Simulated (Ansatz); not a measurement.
Species: HF3SeSi, SMILES `F[Si](F)(F)[SeH]` (charge 0, multiplicity 1).

### Question
Give a relaxed geometry from PBE-D3(BJ)/def2-TZVP (Ansatz, a program for electronic structure).

### Answer
the end point of this relaxation (outside a Z-matrix the atoms follow the SMILES, hydrogens last).
Bond lengths (Å): F1–Si2 1.594, Si2–F3 1.594, Si2–F4 1.593, Si2–Se5 2.249, Se5–H6 1.483. Bond angles (°): F1–Si2–F3 106.1, F1–Si2–F4 108.5, F1–Si2–Se5 113.2, F3–Si2–F4 108.4, F3–Si2–Se5 113.2, F4–Si2–Se5 107.4, Si2–Se5–H6 90.1.
